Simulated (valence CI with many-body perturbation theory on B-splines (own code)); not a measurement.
# Lu64+: electric-dipole lines

Computed by configuration interaction combined with many-body perturbation theory (CI+MBPT): five valence electrons over a frozen Dirac-Fock core [He], radial functions for each j: 11 s, 11 p, 10 d, 8 f, 5 g, 2 h, with the one-electron correlation potential Σ1, the two-electron term Σ2, the three-electron term Σ3, Breit, model QED; selected CI, second order for the rest, scaled by the run's own slope (own B-spline code, finite nucleus).

The last digits are not significant, and no measured levels were compared; by estimate large intervals hold to a few tenths of a per cent, small ones and those within an open d or f shell to about a per cent. Among the levels kept, up to 7400 cm⁻¹ of a level comes from second order outside the variational space, and about a tenth of that is noise between levels of different J, which matters for small intervals.

Lines 201 to 250 of 600 in falling wavelength, among levels below 11633 eV, chosen from the strongest by gf and those to the six lowest levels. Wavelengths and rates use the calculated energies. Electric multipoles are in the length gauge, E1 and E2 with the static RPA response of the core. Weak lines are less certain than strong ones. Lines between different terms over intervals too small for the method are left out, as are lines whose strength nearly cancels. The highest levels of a list are the least certain.

Levels are named by their leading jj configuration (3d3/2^4 stands for four electrons in 3d with j = 3/2), which in mixed levels can hold well under half, so a name can repeat and another be missing. Letters in brackets count levels of one name in rising energy.

| λ vac (Å) | Upper | Lower | A (s⁻¹) | S (a.u.) with core polarisation | S without |
| --- | --- | --- | --- | --- | --- |
| 8.304 | (2s 2p1/2 2p3/2^2 3p3/2) J=5/2 [b] | (2s 2p1/2^2 2p3/2 3s) J=3/2 [b] | 1.99e+12 | 3.38e-03 | 3.38e-03 |
| 8.296 | (2s 2p1/2 2p3/2^2 3d3/2) J=5/2 [a] | (2s 2p1/2^2 2p3/2 3p1/2) J=3/2 [b] | 2.19e+12 | 3.70e-03 | 3.71e-03 |
| 8.294 | (2s 2p1/2 2p3/2^3) J=3/2 [a] | (2s^2 2p1/2 2p3/2^2) J=3/2 | 6.28e+12 | 7.08e-03 | 7.09e-03 |
| 8.294 | (2s 2p1/2 2p3/2^2 3p3/2) J=5/2 [c] | (2s^2 2p1/2 2p3/2 3p3/2) J=3/2 [a] | 2.10e+12 | 3.55e-03 | 3.55e-03 |
| 8.286 | (2p1/2^2 2p3/2^2 3s) J=3/2 | (2s 2p1/2^2 2p3/2 3s) J=1/2 | 4.11e+12 | 4.61e-03 | 4.62e-03 |
| 8.204 | (2p1/2^2 2p3/2^2 3p3/2) J=3/2 | (2s 2p1/2^2 2p3/2 3p3/2) J=1/2 [b] | 4.87e+12 | 5.31e-03 | 5.32e-03 |
| 8.200 | (2s 2p1/2 2p3/2^2 3p3/2) J=1/2 [c] | (2s^2 2p1/2 2p3/2 3p3/2) J=1/2 [b] | 4.41e+12 | 2.40e-03 | 2.40e-03 |
| 8.199 | (2s 2p1/2 2p3/2^3) J=5/2 | (2s^2 2p1/2 2p3/2^2) J=5/2 | 6.19e+12 | 1.01e-02 | 1.01e-02 |
| 8.197 | (2s 2p1/2 2p3/2^2 3p3/2) J=7/2 [c] | (2s^2 2p1/2 2p3/2 3p3/2) J=5/2 [b] | 2.22e+12 | 4.83e-03 | 4.84e-03 |
| 8.196 | (2s 2p1/2 2p3/2^2 3d5/2) J=7/2 [c] | (2s^2 2p1/2 2p3/2 3d5/2) J=5/2 [b] | 1.64e+12 | 3.56e-03 | 3.57e-03 |
| 8.191 | (2s 2p1/2 2p3/2^2 3p3/2) J=5/2 [d] | (2s^2 2p1/2 2p3/2 3p3/2) J=3/2 [b] | 2.55e+12 | 4.15e-03 | 4.15e-03 |
| 8.177 | (2s 2p1/2 2p3/2^2 3d5/2) J=9/2 [c] | (2s^2 2p1/2 2p3/2 3d5/2) J=7/2 [b] | 2.59e+12 | 6.99e-03 | 7.00e-03 |
| 8.162 | (2s 2p1/2 2p3/2^2 3p3/2) J=3/2 [d] | (2s^2 2p1/2 2p3/2 3p3/2) J=3/2 [b] | 3.53e+12 | 3.78e-03 | 3.79e-03 |
| 8.160 | (2s 2p1/2 2p3/2^2 3d5/2) J=5/2 [d] | (2s^2 2p1/2 2p3/2 3d5/2) J=5/2 [b] | 2.89e+12 | 4.65e-03 | 4.66e-03 |
| 8.156 | (2s 2p1/2 2p3/2^2 3d5/2) J=7/2 [d] | (2s^2 2p1/2 2p3/2 3d5/2) J=7/2 [b] | 1.15e+12 | 2.47e-03 | 2.47e-03 |
| 8.145 | (2s 2p1/2 2p3/2^2 3d5/2) J=3/2 [c] | (2s^2 2p1/2 2p3/2 3d5/2) J=3/2 [b] | 2.50e+12 | 2.67e-03 | 2.68e-03 |
| 8.142 | (2s 2p1/2 2p3/2^2 3d5/2) J=3/2 [d] | (2s^2 2p1/2 2p3/2 3d5/2) J=1/2 | 3.55e+12 | 3.79e-03 | 3.79e-03 |
| 8.141 | (2s 2p1/2 2p3/2^2 3d3/2) J=3/2 [d] | (2s^2 2p1/2 2p3/2 3d3/2) J=5/2 [a] | 3.86e+12 | 4.11e-03 | 4.12e-03 |
| 8.138 | (2s 2p1/2 2p3/2^3) J=1/2 | (2s^2 2p1/2 2p3/2^2) J=1/2 | 4.43e+12 | 2.35e-03 | 2.36e-03 |
| 8.133 | (2s 2p1/2^2 2p3/2 3d5/2) J=7/2 [b] | (2s^2 2p1/2^2 3d5/2) J=5/2 | 7.43e+12 | 1.58e-02 | 1.58e-02 |
| 8.128 | (2s 2p1/2 2p3/2^2 3d5/2) J=7/2 [e] | (2s^2 2p1/2 2p3/2 3d5/2) J=7/2 [b] | 4.82e+12 | 1.02e-02 | 1.02e-02 |
| 8.124 | (2s 2p1/2^2 2p3/2 3d3/2) J=3/2 [b] | (2s^2 2p1/2^2 3d3/2) J=3/2 | 7.19e+12 | 7.61e-03 | 7.63e-03 |
| 8.124 | (2s 2p1/2 2p3/2^2 3d5/2) J=5/2 [e] | (2s^2 2p1/2 2p3/2 3d5/2) J=3/2 [b] | 3.66e+12 | 5.81e-03 | 5.82e-03 |
| 8.123 | (2s 2p1/2^2 2p3/2 3p3/2) J=5/2 [b] | (2s^2 2p1/2^2 3p3/2) J=3/2 | 8.07e+12 | 1.28e-02 | 1.28e-02 |
| 8.115 | (2s 2p1/2 2p3/2^2 3d5/2) J=3/2 [d] | (2s^2 2p1/2 2p3/2 3d5/2) J=3/2 [b] | 2.13e+12 | 2.25e-03 | 2.25e-03 |
| 8.109 | (2s 2p1/2 2p3/2^2 3d5/2) J=7/2 [c] | (2s^2 2p1/2 2p3/2 3d5/2) J=5/2 [a] | 1.63e+12 | 3.43e-03 | 3.43e-03 |
| 8.104 | (2s 2p1/2 2p3/2^2 3p3/2) J=5/2 [f] | (2s^2 2p1/2 2p3/2 3p3/2) J=5/2 [b] | 7.05e+12 | 1.11e-02 | 1.11e-02 |
| 8.099 | (2p1/2 2p3/2^4) J=1/2 | (2s 2p1/2 2p3/2^3) J=3/2 [b] | 1.78e+13 | 9.34e-03 | 9.35e-03 |
| 8.098 | (2s 2p1/2 2p3/2^2 3s) J=1/2 [a] | (2s^2 2p1/2 2p3/2 3s) J=3/2 [a] | 5.76e+12 | 3.02e-03 | 3.03e-03 |
| 8.093 | (2s 2p1/2^2 2p3/2 3s) J=1/2 | (2s^2 2p1/2^2 3s) J=1/2 | 8.37e+12 | 4.38e-03 | 4.39e-03 |
| 8.092 | (2s 2p1/2 2p3/2^3) J=3/2 [b] | (2s^2 2p1/2 2p3/2^2) J=1/2 | 3.98e+12 | 4.16e-03 | 4.17e-03 |
| 8.090 | (2s 2p1/2 2p3/2^2 3p3/2) J=3/2 [f] | (2s^2 2p1/2 2p3/2 3p3/2) J=1/2 [b] | 2.85e+12 | 2.97e-03 | 2.98e-03 |
| 8.090 | (2s 2p1/2 2p3/2^2 3p3/2) J=3/2 [c] | (2s^2 2p1/2 2p3/2 3p3/2) J=5/2 [a] | 4.81e+12 | 5.03e-03 | 5.03e-03 |
| 8.085 | (2s 2p1/2 2p3/2^2 3p3/2) J=3/2 [e] | (2s^2 2p1/2 2p3/2 3p3/2) J=3/2 [b] | 3.63e+12 | 3.79e-03 | 3.79e-03 |
| 8.083 | (2s 2p1/2^2 2p3/2 3p1/2) J=1/2 | (2s^2 2p1/2^2 3p1/2) J=1/2 | 8.75e+12 | 4.56e-03 | 4.57e-03 |
| 8.082 | (2s 2p1/2 2p3/2^2 3d5/2) J=3/2 [e] | (2s^2 2p1/2 2p3/2 3d5/2) J=1/2 | 2.51e+12 | 2.62e-03 | 2.62e-03 |
| 8.082 | (2s 2p1/2 2p3/2^2 3d3/2) J=3/2 [g] | (2s^2 2p1/2 2p3/2 3d3/2) J=1/2 [b] | 2.75e+12 | 2.87e-03 | 2.87e-03 |
| 8.080 | (2s 2p1/2^2 2p3/2 3d3/2) J=5/2 [b] | (2s^2 2p1/2^2 3d3/2) J=3/2 | 7.38e+12 | 1.15e-02 | 1.15e-02 |
| 8.077 | (2s 2p1/2 2p3/2^2 3d3/2) J=7/2 [c] | (2s^2 2p1/2 2p3/2 3d3/2) J=7/2 | 8.91e+12 | 1.85e-02 | 1.86e-02 |
| 8.077 | (2s 2p1/2 2p3/2^3) J=5/2 | (2s^2 2p1/2 2p3/2^2) J=3/2 | 3.90e+11 | 6.08e-04 | 6.09e-04 |
| 8.074 | (2s 2p1/2^2 2p3/2 3p1/2) J=3/2 [b] | (2s^2 2p1/2^2 3p1/2) J=1/2 | 8.37e+12 | 8.70e-03 | 8.71e-03 |
| 8.070 | (2p1/2^2 2p3/2^3) J=3/2 | (2s 2p1/2^2 2p3/2^2) J=3/2 | 1.28e+13 | 1.33e-02 | 1.34e-02 |
| 8.063 | (2p1/2^2 2p3/2^3) J=3/2 | (2s 2p1/2^2 2p3/2^2) J=1/2 | 2.95e+12 | 3.06e-03 | 3.06e-03 |
| 8.063 | (2s 2p1/2 2p3/2^2 3d5/2) J=5/2 [c] | (2s^2 2p1/2 2p3/2 3d5/2) J=7/2 [a] | 4.62e+12 | 7.18e-03 | 7.19e-03 |
| 8.062 | (2s 2p1/2 2p3/2^2 3s) J=3/2 [d] | (2s^2 2p1/2 2p3/2 3s) J=3/2 [b] | 1.02e+13 | 1.05e-02 | 1.05e-02 |
| 8.062 | (2s 2p1/2 2p3/2^2 3d5/2) J=5/2 [d] | (2s^2 2p1/2 2p3/2 3d5/2) J=3/2 [a] | 4.54e+12 | 7.05e-03 | 7.06e-03 |
| 8.060 | (2s 2p1/2 2p3/2^2 3d3/2) J=5/2 [e] | (2s^2 2p1/2 2p3/2 3d3/2) J=3/2 [b] | 1.74e+12 | 2.70e-03 | 2.71e-03 |
| 8.057 | (2s 2p3/2^4) J=1/2 | (2s^2 2p3/2^3) J=3/2 | 1.40e+13 | 7.23e-03 | 7.24e-03 |
| 8.054 | (2s 2p1/2 2p3/2^2 3d3/2) J=3/2 [f] | (2s^2 2p1/2 2p3/2 3d3/2) J=5/2 [b] | 5.30e+12 | 5.47e-03 | 5.48e-03 |
| 8.054 | (2s 2p1/2^2 2p3/2 3d5/2) J=5/2 [b] | (2s^2 2p1/2^2 3d5/2) J=5/2 | 8.25e+12 | 1.28e-02 | 1.28e-02 |
